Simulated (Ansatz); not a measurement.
`BSCB[SiH3]` + `C=CF` → `C=C(F)B[SiH3]` + `BSC`  (formal exchange of groups at a B–C bond)

Calculated with Ansatz (gas phase, PBE0-D4/def2-TZVP geometries, no zero-point term in ΔE). CCSD(T)/CBS adds triple-zeta CCSD(T) − MP2 to the extrapolated MP2 energy (def2 sets, frozen cores). DFT in def2-TZVPP. B3LYP here is the variant with VWN-RPA as its local correlation; programs differ in this. One conformer a species, not always the lowest.

| level | ΔE (kcal/mol) | difference from CCSD(T)/CBS |
| --- | --- | --- |
| r2SCAN-D4 | -7.5 | -0.9 |
| PBE0-D4 | -6.6 | 0.0 |
| B3LYP-D4 | -7.3 | -0.7 |
| ωB97M-V | -6.6 | 0.0 |
| B2PLYP | -7.9 | -1.3 |
| PBE | -7.8 | -1.2 |
| r2SCAN | -7.7 | -1.1 |
| B3LYP | -8.4 | -1.8 |
| HF/def2-TZVPP | -7.8 | -1.2 |
| MP2/def2-TZVPP | -6.6 | 0.0 |
| SCS-MP2/def2-TZVPP | -7.0 | -0.4 |
| CCSD/def2-TZVPP | -6.7 | -0.1 |
| CCSD(T)/def2-TZVPP | -6.9 | -0.3 |
| SCS-MP2/def2-QZVPP | -6.8 | -0.2 |
| HF/CBS(def2) | -7.8 | -1.2 |
| MP2/CBS(def2) | -6.3 | 0.3 |
| CCSD(T)/CBS | -6.6 | 0 |

Largest T1 diagnostic among the species: 0.014.

In def2-TZVPP, CCSD(T) changes the Hartree–Fock value by +1.0 kcal/mol (the triples alone add −0.2 kcal/mol) and MP2 by +1.2 kcal/mol. The D4 term adds +1.1 kcal/mol with B3LYP and +0.6 kcal/mol with PBE0; it sums over pairs of atoms, weighted by their polarisabilities, and B3LYP, whose exchange is more repulsive, gets the larger term.
